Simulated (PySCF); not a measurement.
**Basis-set dependence of BiH at MP2**

PySCF, UHF reference; triplet, unpaired electrons π ↑↑; De to Bi + H without counterpoise correction. Frozen cores follow the default of each basis and core potential.

```csv
basis,relativity,functions,Re (Å),ωe (cm⁻¹),De (eV),frozen orbitals
cc-pVDZ-PP/cc-pVDZ,scalar-relativistic core potentials,28,1.786,1859,1.90,4
def2-SVPD,scalar-relativistic core potentials,40,1.788,1840,1.95,4
aug-cc-pVDZ-PP/aug-cc-pVDZ,scalar-relativistic core potentials,41,1.788,1838,1.98,4
cc-pVTZ-PP/cc-pVTZ,scalar-relativistic core potentials,53,1.780,1886,2.14,4
def2-TZVP,scalar-relativistic core potentials,56,1.781,1864,1.96,4
def2-TZVPP,scalar-relativistic core potentials,64,1.777,1860,2.08,4
```

**Question.** How does each smaller set differ from the one with most functions, def2-TZVPP?

**Answer.** cc-pVDZ-PP/cc-pVDZ: +0.9 pm, -0.1 % in ωe, -0.18 eV in De; def2-SVPD: +1.1 pm, -1.1 % in ωe, -0.13 eV in De; aug-cc-pVDZ-PP/aug-cc-pVDZ: +1.1 pm, -1.2 % in ωe, -0.10 eV in De; cc-pVTZ-PP/cc-pVTZ: +0.3 pm, +1.4 % in ωe, +0.06 eV in De; def2-TZVP: +0.4 pm, +0.2 % in ωe, -0.12 eV in De. All at MP2; the set with most functions is neither the basis-set limit nor always the best.

Correlated steps freeze 4 core orbitals. Correlated levels converge slowly with the basis: in double zeta they bind strong bonds too weakly, by up to about 1 eV, and carry superposition errors of some tenths. These are scalar-relativistic numbers at best; spin–orbit coupling would shift them, the dissociation energy most. The state was picked by a PBE0 search and need not be the measured ground state.
